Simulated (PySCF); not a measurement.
Point-charge models of `CC(C)O[SiH2][SeH]` against its computed dipole.

Coordinates (PBE0-D3(BJ)/def2-SVP, Å) and charges (e) from the PBE0/pcSseg-1 density (PySCF):

```
atom       x       y       z  Mulliken      IAO  Hirshfeld  ESP-fitted
  C1  -0.946  -0.308   1.406   -0.2704  -0.4224    -0.1224     -0.6320
  C2  -0.598   0.568   0.214   -0.0202  +0.1099    +0.0504     +0.7330
  C3  -1.742   1.468  -0.204   -0.2350  -0.4128    -0.1208     -0.6673
  O4  -0.245  -0.222  -0.910   -0.6282  -0.6406    -0.2230     -0.4088
 Si5   1.065  -1.228  -1.049   +0.8019  +0.8391    +0.3477     +0.2716
 Se6   2.993  -0.305  -0.230   -0.4429  -0.2445    -0.0881     -0.2370
  H7  -1.249   0.306   2.267   +0.1204  +0.1433    +0.0464     +0.1449
  H8  -1.775  -0.987   1.153   +0.1199  +0.1421    +0.0409     +0.1644
  H9  -0.086  -0.921   1.720   +0.1196  +0.1308    +0.0350     +0.1653
 H10   0.274   1.197   0.481   +0.1161  +0.1229    +0.0216     -0.0880
 H11  -2.627   0.866  -0.461   +0.1139  +0.1399    +0.0401     +0.1566
 H12  -1.458   2.056  -1.088   +0.1274  +0.1490    +0.0435     +0.1573
 H13  -2.012   2.161   0.607   +0.1102  +0.1378    +0.0441     +0.1692
 H14   0.849  -2.524  -0.343   -0.0857  -0.1415    -0.0777     -0.0667
 H15   1.280  -1.432  -2.503   -0.0816  -0.1115    -0.0690     +0.0087
 H16   2.736  -0.777   1.139   +0.1345  +0.0585    +0.0313     +0.1288
```

Form Σ q r in debye for every column and set it beside the full dipole.

The full density gives (-0.89, -0.05, 1.46) D, 1.71 D in size; dipole vectors point from the negative to the positive end.

```csv
scheme,μx,μy,μz,size (D),share of the full size (%),angle to the full dipole (°)
Mulliken,-2.39,-1.00,2.07,3.32,194,24
IAO,-0.01,-0.48,1.43,1.51,88,35
Hirshfeld,0.02,-0.02,0.68,0.68,39,33
ESP-fitted,-0.88,-0.16,1.51,1.75,102,4
```

Which set comes closest?

Length of the difference vector: ESP-fitted 0.12 D, IAO 0.98 D, Hirshfeld 1.20 D, Mulliken 1.88 D. Closest: ESP-fitted. The schemes that divide the density aren't constrained to reproduce the dipole.

What is left for the Hirshfeld atoms' own dipoles?

The Hirshfeld atoms' densities add up to the full density, so μ = Σ q r + Σ (atomic dipoles). The atomic dipoles sum to (-0.89, -0.05, 1.46) − (0.02, -0.02, 0.68) = (-0.91, -0.03, 0.78) D, 1.20 D in size.

With the origin at the mean of the coordinates, (-0.221, -0.005, 0.137) Å, which are the largest single terms, by size, of the Mulliken dipole along the direction of the full one?

Si5 -6.34, Se6 +4.20, O4 +2.64, C1 -1.91, H7 +1.36 D; all 16 atoms together +3.04 D. The single terms depend on the origin, their sum doesn't.

Give the size of the full dipole in other units.

1.71 D = 0.674 au = 0.357 e·Å = 5.72 × 10⁻³⁰ C·m.

The structure is a single PBE0-D3(BJ)/def2-SVP conformer in the gas phase; no vibrational or solvent corrections. The calculation is non-relativistic, for selenium too.

Shape of the structure used: `[CH3:1][CH:2]([CH3:3])[O:4][SiH2:5][SeH:6]`: C1–C2–O4–Si5 -65°, C2–O4–Si5–Se6 -43°, H–Se6–Si5–O4 87°.
